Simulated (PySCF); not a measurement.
CH₄Br₂Ge (SMILES [CH3][GeH]([Br])[Br]), singlet, at a GFN2-xTB geometry; PySCF with DF-PBE/def2-SVP.

Here is a job for PySCF.
```python
from pyscf import gto, scf, dft

mol = gto.M(
    atom='''
Ge   -0.339128   -0.195602    0.635764
C    -2.223978   -0.782361    0.446736
Br    1.026388   -1.568460   -0.612805
Br   -0.121014    1.963489   -0.138364
H     0.244346   -0.195961    2.048680
H    -2.340812   -1.800274    0.808684
H    -2.882031   -0.127421    1.011394
H    -2.513621   -0.748926   -0.602708
''',
    basis='def2-svp',
    charge=0,
    spin=0,
    verbose=4,
    max_memory=1800,
)

mf = dft.RKS(mol)
mf.xc = 'pbe'
mf = mf.density_fit(auxbasis='def2-universal-jkfit')
mf.kernel()
```

Task: Write the output that PySCF gives for this input, abridged.

Result: 
```
PySCF version 2.14.0

[INPUT] verbose = 4
[INPUT] num. atoms = 8
[INPUT] num. electrons = 112
[INPUT] charge = 0
[INPUT] spin (= nelec alpha-beta = 2S) = 0
[INPUT] symmetry False subgroup None
[INPUT] Mole.unit = angstrom
[INPUT] Symbol           X                Y                Z      unit          X                Y                Z       unit  Magmom
[INPUT]  1 Ge    -0.339128000000  -0.195602000000   0.635764000000 AA   -0.640859041172  -0.369634209417   1.201419839858 Bohr   0.0
[INPUT]  2 C     -2.223978000000  -0.782361000000   0.446736000000 AA   -4.202709327058  -1.478448020541   0.844208689984 Bohr   0.0
[INPUT]  3 Br     1.026388000000  -1.568460000000  -0.612805000000 AA    1.939592217540  -2.963959837335  -1.158033617764 Bohr   0.0
[INPUT]  4 Br    -0.121014000000   1.963489000000  -0.138364000000 AA   -0.228683317238   3.710456458596  -0.261470065499 Bohr   0.0
[INPUT]  5 H      0.244346000000  -0.195961000000   2.048680000000 AA    0.461747019633  -0.370312621096   3.871444116874 Bohr   0.0
[INPUT]  6 H     -2.340812000000  -1.800274000000   0.808684000000 AA   -4.423493589095  -3.402024809175   1.528191281318 Bohr   0.0
[INPUT]  7 H     -2.882031000000  -0.127421000000   1.011394000000 AA   -5.446249272506  -0.240790792518   1.911257664028 Bohr   0.0
[INPUT]  8 H     -2.513621000000  -0.748926000000  -0.602708000000 AA   -4.750055270955  -1.415265027566  -1.138953053084 Bohr   0.0

nuclear repulsion = 884.811568196718
number of shells = 54
number of NR pGTOs = 274
number of NR cGTOs = 130
basis = def2-svp
ecp = {}

******** <class 'pyscf.df.df_jk.DFRKS'> ********
method = DFRKS
initial guess = minao
damping factor = 0
level_shift factor = 0
DIIS = <class 'pyscf.scf.diis.CDIIS'>
diis_start_cycle = 1
diis_space = 8
diis_damp = 0
SCF conv_tol = 1e-09
SCF conv_tol_grad = None
SCF max_cycles = 50
direct_scf = False
XC library pyscf.dft.libxc version 7.1.2
    S. Lehtola, C. Steigemann, M. J. T. Oliveira, and M. A. L. Marques,  SoftwareX 7, 1–5 (2018)
XC functionals = pbe
    J. P. Perdew, K. Burke, and M. Ernzerhof,  Phys. Rev. Lett. 77, 3865 (1996)
    J. P. Perdew, K. Burke, and M. Ernzerhof,  Phys. Rev. Lett. 78, 1396 (1997)
    J. P. Perdew, K. Burke, and M. Ernzerhof,  Phys. Rev. Lett. 77, 3865 (1996)
    J. P. Perdew, K. Burke, and M. Ernzerhof,  Phys. Rev. Lett. 78, 1396 (1997)
radial grids:
    Treutler-Ahlrichs [JCP 102, 346 (1995); DOI:10.1063/1.469408] (M4) radial grids

becke partition: Becke, JCP 88, 2547 (1988); DOI:10.1063/1.454033
pruning grids: <function nwchem_prune>
grids dens level: 3
symmetrized grids: False
atomic radii adjust function: <function treutler_atomic_radii_adjust>
small_rho_cutoff = 0
Set gradient conv threshold to 3.16228e-05
Initial guess from minao.
tot grids = 114840
init E= -7261.24640706936
  HOMO = -0.298640306615408  LUMO = -0.0770262537633797  gap/eV = 6.03043
cycle= 1 E= -7263.77449085872  delta_E= -2.53  |g|= 0.694  |ddm|= 2.92
  HOMO = -0.234356856478697  LUMO = -0.0783118882091745  gap/eV = 4.24620
cycle= 2 E= -7263.62489631021  delta_E= 0.15  |g|= 1.07  |ddm|= 1.66
  HOMO = -0.245943647387055  LUMO = -0.0514023192835511  gap/eV = 5.29374
cycle= 3 E= -7263.85362994553  delta_E= -0.229  |g|= 0.117  |ddm|= 1.19
  HOMO = -0.251104783795973  LUMO = -0.0611212727083155  gap/eV = 5.16971
cycle= 4 E= -7263.85691592918  delta_E= -0.00329  |g|= 0.0289  |ddm|= 0.165
  HOMO = -0.252232010068074  LUMO = -0.0601775931269484  gap/eV = 5.22607
cycle= 5 E= -7263.85713631254  delta_E= -0.00022  |g|= 0.0138  |ddm|= 0.0594
  HOMO = -0.252000774544777  LUMO = -0.060383223427106  gap/eV = 5.21418
cycle= 6 E= -7263.85719488305  delta_E= -5.86e-05  |g|= 0.00442  |ddm|= 0.0212
  HOMO = -0.251898927313051  LUMO = -0.0603325287802954  gap/eV = 5.21279
cycle= 7 E= -7263.85719924612  delta_E= -4.36e-06  |g|= 0.000238  |ddm|= 0.00392
  HOMO = -0.251918229951115  LUMO = -0.0603439246670709  gap/eV = 5.21300
cycle= 8 E= -7263.85719926323  delta_E= -1.71e-08  |g|= 8.71e-05  |ddm|= 0.000461
  HOMO = -0.251907731404999  LUMO = -0.0603340840870641  gap/eV = 5.21298
cycle= 9 E= -7263.85719926482  delta_E= -1.59e-09  |g|= 1.75e-05  |ddm|= 0.000129
  HOMO = -0.251909688844833  LUMO = -0.0603366001499022  gap/eV = 5.21297
cycle= 10 E= -7263.8571992649  delta_E= -8.37e-11  |g|= 2.53e-06  |ddm|= 2.83e-05
  HOMO = -0.251909535906279  LUMO = -0.0603363089176967  gap/eV = 5.21297
Extra cycle  E= -7263.85719926489  delta_E= 1.09e-11  |g|= 2.75e-06  |ddm|= 6.53e-06
converged SCF energy = -7263.85719926489
```
